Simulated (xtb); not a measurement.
1,1,1,2-tetrafluoroethane (C2H2F4), SMILES FCC(F)(F)F. All values are semi-empirical tight-binding results from xtb (GFN2-xTB unless named), good for trends rather than for accurate numbers. Coordinates come from a GFN2-xTB optimisation.

Optimised geometry:

Bonds (Å): F1–C2 1.358, C2–C3 1.530, C2–H7 1.095, C2–H8 1.095, C3–F4 1.333, C3–F5 1.333, C3–F6 1.342. Angles (°): F1–C2–C3 110.2, F1–C2–H7 108.5, F1–C2–H8 108.5, C3–C2–H7 109.2, C3–C2–H8 109.2, H7–C2–H8 111.4, C2–C3–F4 112.7, C2–C3–F5 112.7, C2–C3–F6 109.5, F4–C3–F5 107.6, F4–C3–F6 107.1, F5–C3–F6 107.1.

```yaml
point_group_as_xtb_finds_it: Cs
orbital_gap: 12.62 eV
dipole_moment: 2.72 D
zero_point_energy: 26.5 kcal/mol
G − E(el) at 298.15 K (modified RRHO): 7.7 kcal/mol
static polarisability (D4 model): 33.0 bohr³
solvation energy, GFN2-xTB/ALPB(water): -2.3 kcal/mol
solvation energy, GFN2-xTB/ALPB(octanol): -2.3 kcal/mol
```

Computed IR lines (harmonic; lines under 4 % of the strongest left out, lines within 3 cm⁻¹ merged):
ν (cm⁻¹): 70 (w), 470 (w), 491 (w), 598 (m), 810 (w), 915 (m), 1073 (vs), 1087 (m), 1112 (s), 1182 (s), 1200 (s) (against the strongest line: vs over 80 %, s over 45 %, m over 15 %, w over 4 %, vw less)

Computed atomic charges and the Wiberg bond orders between heavy atoms:
charges (e) F1 -0.21, C2 0.08, C3 0.49, F4 -0.18, F5 -0.18, F6 -0.20, H7 0.10, H8 0.10. Bond orders F1–C2 0.97, C2–C3 0.95, C3–F4 0.97, C3–F5 0.97, C3–F6 0.95.
